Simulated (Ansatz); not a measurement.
(1) Predict a relaxed structure of the cluster Te2Pt, charge 0, singlet, at PBE0-D4/def2-TZVP (Ansatz).

Answers

(1) 
| atom | x (Å) | y (Å) | z (Å) |
| --- | --- | --- | --- |
| Pt1 | 1.429 | -0.143 | 0.141 |
| Te2 | -0.892 | -0.532 | 1.117 |
| Te3 | -0.537 | 0.675 | -1.258 |
Point group C2v (tolerance 0.1 Å). The metal has 2 neighbours: Te 2.55 Å, Te 2.55 Å. This is one stationary point.

In the def2 sets Pt, Te take a core potential; there is no spin–orbit coupling. The restricted singlet is unstable: a solution with broken spin symmetry lies lower. At PBE0-D4/def2-TZVP a triplet of charge 0 lies 0.31 eV below the restricted singlet, each at its own geometry. The structure comes from a short search, and lower isomers may exist.
